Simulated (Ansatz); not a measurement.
Cost and result for the atomization energy of F$_{2}$H$_{3}$SiSn (`[F][Sn]([F])[SiH3]`) radical (7 atoms, 6 bonds).

```xyz
7

F    -0.229    2.624   -0.333
Sn    0.052    0.970   -1.289
F     1.976    1.008   -1.454
Si   -0.390   -0.916    0.550
H    -0.005   -2.207   -0.068
H    -1.841   -0.880    0.855
H     0.437   -0.598    1.738
```

Total charge 0; spin multiplicity 2. Correlated methods include outer-core shells of Sn, which these sets cover unevenly. Sn takes the def2 core potential. The structure was optimised at the PBE0-D4/def2-TZVP level. Program: Ansatz. All runs use 4 threads of an Arm Neoverse V1 on a shared host. Times are those of one run each, without the atoms' runs, and a repeat can differ threefold. Electronic energies, without spin–orbit coupling; frozen cores. CCSD(T)/CBS adds CCSD(T) − MP2 in def2-TZVPP to the MP2 limit, and its time is that of the two runs behind it. T1 = 0.018; ⟨S²⟩ of the reference is 0.78. With those shells the extrapolation isn't a true limit. B3LYP takes the VWN-RPA correlation (the form of Gaussian; ORCA's B3LYP/G). HSE06 is the plane-wave form, built on full-range PBE exchange.

CCSD(T)/CBS is a level of theory with its own doubt, some kJ/mol a heavy atom from the limit and from the frozen cores, so smaller differences don't rank the functionals.

| level | functions | wall time |
| --- | --- | --- |
| revPBE-D4/def2-TZVPP | 196 | 2.7 s |
| PBE0-D4/def2-TZVPP | 196 | 4 s |
| HSE06-D4/def2-TZVPP | 196 | 4.4 s |
| B3LYP-D4/def2-TZVPP (with forces) | 196 | 4.6 s |
| B2PLYP/def2-TZVPP | 196 | 6.5 s |
| PBE-QIDH/def2-TZVPP | 196 | 6.5 s |
| r2SCANh-D4/def2-TZVPP | 196 | 8 s |
| ωB97X-V/def2-TZVPP | 196 | 12 s |
| CCSD(T)/def2-SVP | 87 | 13 s |
| ωB97M-V/def2-TZVPP (with forces) | 196 | 16 s |
| MP2/def2-QZVPP | 356 | 19 s |
| CCSD(T)/def2-TZVPP | 196 | 7 min |
| CCSD(T)/CBS(def2) | – | 7.4 min |

Question: What atomization energy does each give, and how far from CCSD(T)/CBS? (An estimate is asked.)

Answer: Ansatz gave: 
```csv
level,atomization (kcal/mol),difference from CCSD(T)/CBS,per bond
revPBE-D4/def2-TZVPP,480.3,-10.7,-1.8
PBE0-D4/def2-TZVPP,478.3,-12.7,-2.1
HSE06-D4/def2-TZVPP,478.3,-12.7,-2.1
B3LYP-D4/def2-TZVPP (with forces),485.9,-5.1,-0.9
B2PLYP/def2-TZVPP,479.3,-11.7,-2.0
PBE-QIDH/def2-TZVPP,474.2,-16.8,-2.8
r2SCANh-D4/def2-TZVPP,484.0,-7.0,-1.2
ωB97X-V/def2-TZVPP,491.8,0.8,0.1
CCSD(T)/def2-SVP,441.0,-50.0,-8.3
ωB97M-V/def2-TZVPP (with forces),485.0,-6.0,-1.0
MP2/def2-QZVPP,489.8,-1.2,-0.2
CCSD(T)/def2-TZVPP,471.2,-19.8,-3.3
CCSD(T)/CBS(def2),491.0,0.0,0.0
```

Leaving LDA and LC-ωPBE aside and taking each functional with its dispersion term where it has one, the values, not all of them listed here, spread over 26.4 kcal/mol, from BHLYP-D4 to PBE-D4. LDA lies +69.9 kcal/mol from PBE without D4, its usual overbinding. At CCSD(T), def2-SVP lies −50.0 kcal/mol from the extrapolated value and def2-TZVPP −19.9 kcal/mol: correlation converges slowly with the basis, and small sets miss more of it in the bonded molecule than in its fragments. From r2SCAN to r2SCAN0 (25 % exact exchange), in def2-TZVPP and without D4, the atomization energy moves by −15.2 kcal/mol: exact exchange takes away binding that semilocal exchange gives to molecules.

Spin–orbit coupling would lower the free Sn atoms strongly, and the atomization energy with them, by more than many differences here. For some Ge, Se and Sn compounds the MP2-based and the directly extrapolated limit differ by 10 to 25 kJ/mol.
